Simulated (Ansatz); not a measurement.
`OC(F)S[SiH3]` → `O[SiH](F)CS`  (isomerisation)

Isolated molecules relaxed with PBE0-D4/def2-TZVP in Ansatz; ΔE leaves out vibrations. CCSD(T)/CBS is the MP2 limit (def2-TZVPP, def2-QZVPP) plus CCSD(T) − MP2 in def2-TZVPP, frozen cores. Functionals use def2-TZVPP. One conformer a species, not always the lowest.

```csv
level,ΔE (kcal/mol),difference from CCSD(T)/CBS
PBE-D4,-67.5,9.4
r2SCAN-D4,-72.6,4.3
PBE0-D4,-70.6,6.3
ωB97M-V,-74.3,2.6
B2PLYP,-75.5,1.4
r2SCAN,-72.5,4.4
CCSD(T)/def2-TZVPP,-75.4,1.5
MP2/def2-QZVPP,-79.7,-2.8
SCS-MP2/def2-QZVPP,-78.6,-1.7
HF/CBS(def2),-77.8,-0.9
CCSD(T)/CBS,-76.9,0
```

Largest T1 diagnostic among the species: 0.012.

From PBE to PBE0 (25 % exact exchange), in def2-TZVPP and without D4, ΔE moves by −3.1 kcal/mol.
